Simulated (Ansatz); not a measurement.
`[OH][GaH2]` + `C[SeH]` → `C[Se][GaH2]` + H₂O  (ligand exchange at a Ga–O bond)

Gas-phase electronic energies from Ansatz, PBE0-D4/def2-TZVP geometries. CBS: MP2 limit from def2 TZ/QZ plus the TZ coupled-cluster correction, frozen cores. This one scheme is used for every species. DFT in def2-TZVPP. For Ga, Se outer-core shells are correlated without core-valence functions, which leaves a few kJ/mol of doubt a bond. Scalar relativity is left out up to krypton.

`[OH][GaH2]`:

Z-matrix (Å, degrees):
```
Ga
O 1 1.788
H 1 1.565 2 117.5
H 1 1.556 2 113.8 3 180.0
H 2 0.959 1 114.1 3 0.0
```

`C[SeH]`:

Cartesian coordinates in Å:
```
C 0.009 0.419 -0.350
Se 0.756 -1.120 0.583
H -0.850 0.124 -0.947
H 0.797 0.782 -1.008
H -0.259 1.201 0.356
H -0.453 -1.406 1.366
```

`C[Se][GaH2]`:

```xyz
8

C     0.336    0.174   -1.399
Se    1.114   -0.813    0.106
Ga   -0.379   -0.253    1.771
H     0.081   -0.538   -2.181
H     1.078    0.880   -1.767
H    -0.556    0.708   -1.079
H    -0.120   -0.851    3.189
H    -1.556    0.693    1.360
```

H₂O:

```xyz
3

O     0.268   -0.100    0.264
H     0.166    0.748   -0.174
H    -0.434   -0.649   -0.090
```

```tsv
level	ΔE (kcal/mol)
r2SCANh	-10.9
MP2/def2-TZVPP	-10.7
```

Question: What does CCSD(T)/CBS give? (An estimate is asked.)

Answer: Ansatz gave: -11.9 kcal/mol. The listed levels differ from it by 1.0, 1.2 kcal/mol.

Largest T1 diagnostic among the species: 0.015.

From r2SCAN to r2SCAN0 (25 % exact exchange), in def2-TZVPP and without D4, ΔE moves by −1.0 kcal/mol. The D4 term adds −1.6 kcal/mol with B3LYP and −0.9 kcal/mol with PBE0; it sums over pairs of atoms, weighted by their polarisabilities, and B3LYP, whose exchange is more repulsive, gets the larger term. At CCSD(T), def2-SVP lies +4.6 kcal/mol from the extrapolated value and def2-TZVPP +1.8 kcal/mol.

B3LYP here is the variant with VWN-RPA as its local correlation; programs differ in this.
